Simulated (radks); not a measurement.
Coherent X-ray form factor from a spherical all-electron density. Calculated with a radial shooting solver on a logarithmic mesh with Libxc functionals: scalar-relativistic Kohn-Sham, PBEsol, spin-unpolarised, spherical densities, finite nucleus; Fermi nuclear charge, rms radius of each element as measured or else 0.836 A^(1/3) + 0.57 fm.

sin(theta)/lambda (1/angstrom),f0 (electrons)
0.05,17.810
0.1,17.261
0.15,16.416
0.2,15.362
0.25,14.197
0.3,13.012
0.4,10.853
0.5,9.193
0.6,8.038
0.8,6.676
1,5.755
1.25,4.671
1.5,3.678
2,2.303

The species is in the configuration that NIST lists as its ground one. Which atom or ion scatters so?

Answer. The titanium ion Ti4+, [Ar]. Extrapolating in s^2 from the first two rows gives f0(0) = 18.0, near the electron count 18; among species with that count, the fall with angle is slower the higher Z, and the table is that of Z = 22; from so few rows the species is fixed only to a neighbour or two.
